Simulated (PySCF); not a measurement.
C₂F₄, charge +1, doublet, at a GFN2-xTB geometry (a state made from the parent by changing its charge; the spin is typed, not shown lowest); TPSS/STO-3G (PySCF).

Here is a job for PySCF.
```python
from pyscf import gto, scf, dft

mol = gto.Mole()
mol.atom = '''
    F    -1.35271688    0.00082784    1.12268403
    C    -0.70852094   -0.02613901    0.02292277
    F    -1.41862743   -0.10306927   -1.03302276
    C     0.70852094    0.02613901   -0.02292277
    F     1.35271688   -0.00082784   -1.12268403
    F     1.41862743    0.10306927    1.03302276
'''
mol.basis = 'sto-3g'
mol.charge = 1
mol.spin = 1
mol.verbose = 4
mol.build()

mf = dft.UKS(mol)
mf.xc = 'tpss'
mf.init_guess = 'vsap'
mf.kernel()
mf.analyze()
```

It wrote (shortened):

```
PySCF version 2.14.0

[INPUT] verbose = 4
[INPUT] num. atoms = 6
[INPUT] num. electrons = 47
[INPUT] charge = 1
[INPUT] spin (= nelec alpha-beta = 2S) = 1
[INPUT] symmetry False subgroup None
[INPUT] Mole.unit = angstrom
[INPUT] Symbol           X                Y                Z      unit          X                Y                Z       unit  Magmom
[...]
nuclear repulsion = 246.537618382819
number of shells = 18
number of NR pGTOs = 90
number of NR cGTOs = 30
basis = sto-3g
ecp = {}

******** <class 'pyscf.dft.uks.UKS'> ********
method = UKS
initial guess = vsap
damping factor = 0
level_shift factor = 0
DIIS = <class 'pyscf.scf.diis.CDIIS'>
diis_start_cycle = 1
diis_space = 8
diis_damp = 0
SCF conv_tol = 1e-09
SCF conv_tol_grad = None
SCF max_cycles = 50
direct_scf = True
direct_scf_tol = 1e-13
number electrons alpha = 24  beta = 23
XC library pyscf.dft.libxc version 7.1.2
    S. Lehtola, C. Steigemann, M. J. T. Oliveira, and M. A. L. Marques,  SoftwareX 7, 1–5 (2018)
XC functionals = tpss
    J. Tao, J. P. Perdew, V. N. Staroverov, and G. E. Scuseria,  Phys. Rev. Lett. 91, 146401 (2003)
    J. P. Perdew, J. Tao, V. N. Staroverov, and G. E. Scuseria,  J. Chem. Phys. 120, 6898 (2004)
    J. Tao, J. P. Perdew, V. N. Staroverov, and G. E. Scuseria,  Phys. Rev. Lett. 91, 146401 (2003)
    J. P. Perdew, J. Tao, V. N. Staroverov, and G. E. Scuseria,  J. Chem. Phys. 120, 6898 (2004)
radial grids:
    Treutler-Ahlrichs [JCP 102, 346 (1995); DOI:10.1063/1.469408] (M4) radial grids

becke partition: Becke, JCP 88, 2547 (1988); DOI:10.1063/1.454033
pruning grids: <function nwchem_prune>
grids dens level: 3
symmetrized grids: False
atomic radii adjust function: <function treutler_atomic_radii_adjust>
small_rho_cutoff = 0
Set gradient conv threshold to 3.16228e-05
tot grids = 85288

init E= -468.614232147166
cycle= 1 E= -468.5760494524  delta_E= 0.0382  |g|= 0.333  |ddm|= 0.612
cycle= 2 E= -468.401710501343  delta_E= 0.174  |g|= 0.665  |ddm|= 1.14
cycle= 3 E= -468.642823456569  delta_E= -0.241  |g|= 0.0109  |ddm|= 0.749
cycle= 4 E= -468.642889311221  delta_E= -6.59e-05  |g|= 0.00119  |ddm|= 0.0112
cycle= 5 E= -468.642890336762  delta_E= -1.03e-06  |g|= 0.000137  |ddm|= 0.00205
cycle= 6 E= -468.642890318814  delta_E= 1.79e-08  |g|= 0.000232  |ddm|= 0.000555
cycle= 7 E= -468.642890357716  delta_E= -3.89e-08  |g|= 1.18e-05  |ddm|= 0.000356
cycle= 8 E= -468.642890357832  delta_E= -1.15e-10  |g|= 1.59e-06  |ddm|= 2.32e-05
Extra cycle  E= -468.642890357829  delta_E= 2.39e-12  |g|= 2.79e-06  |ddm|= 4.98e-06
converged SCF energy = -468.642890357829  <S^2> = 0.7503815  2S+1 = 2.0003815
**** SCF Summaries ****
Total Energy =                        -468.642890357829287
Nuclear Repulsion Energy =             246.537618382818692
One-electron Energy =                -1127.672250573566771
Two-electron Energy =                  412.491741832918819
Two-electron Coulomb Energy =          464.804923884647621
DFT Exchange-Correlation Energy =      -52.313182051728774
**** MO energy ****
                             alpha | beta                alpha | beta
[...]
To work with the spin densities directly, `use mulliken_meta_spin()` only printing them here.

 ** Mulliken spin pop alpha/beta on meta-lowdin orthogonal AOs **
 ** Mulliken Spin Density (per AO)  **
spin_pop of  0 F 1s       -0.00000
spin_pop of  0 F 2s        0.00143
spin_pop of  0 F 2px      -0.00187
spin_pop of  0 F 2py       0.13657
spin_pop of  0 F 2pz      -0.00303
spin_pop of  1 C 1s       -0.00000
spin_pop of  1 C 2s        0.00759
spin_pop of  1 C 2px      -0.00103
spin_pop of  1 C 2py       0.22501
spin_pop of  1 C 2pz       0.00222
spin_pop of  2 F 1s       -0.00000
spin_pop of  2 F 2s        0.00143
spin_pop of  2 F 2px      -0.00209
spin_pop of  2 F 2py       0.13656
spin_pop of  2 F 2pz      -0.00279
spin_pop of  3 C 1s       -0.00000
spin_pop of  3 C 2s        0.00759
spin_pop of  3 C 2px      -0.00103
spin_pop of  3 C 2py       0.22501
spin_pop of  3 C 2pz       0.00222
spin_pop of  4 F 1s       -0.00000
spin_pop of  4 F 2s        0.00143
spin_pop of  4 F 2px      -0.00187
spin_pop of  4 F 2py       0.13657
spin_pop of  4 F 2pz      -0.00303
spin_pop of  5 F 1s       -0.00000
spin_pop of  5 F 2s        0.00143
spin_pop of  5 F 2px      -0.00209
spin_pop of  5 F 2py       0.13656
spin_pop of  5 F 2pz      -0.00279
 ** Mulliken Spin Density (per atom)  **
spin density of  0 F =      0.13310
spin density of  1 C =      0.23379
spin density of  2 F =      0.13311
spin density of  3 C =      0.23379
spin density of  4 F =      0.13310
spin density of  5 F =      0.13311
 ** Mulliken pop alpha/beta on meta-lowdin orthogonal AOs **
 ** Mulliken pop       alpha | beta **
[...]
In total            24.00000 | 23.00000
 ** Mulliken atomic charges   ( Nelec_alpha | Nelec_beta ) **
charge of  0F =      0.15448  (     4.48931      4.35621 )
charge of  1C =      0.19104  (     3.02138      2.78759 )
charge of  2F =      0.15448  (     4.48931      4.35620 )
charge of  3C =      0.19104  (     3.02138      2.78759 )
charge of  4F =      0.15448  (     4.48931      4.35621 )
charge of  5F =      0.15448  (     4.48931      4.35620 )

WARN: System has nonzero charge 1; the dipole moment is origin-dependent.
Location of origin: [0. 0. 0.]

Dipole moment(X, Y, Z, Debye):  0.00000,  0.00000,  0.00000
```
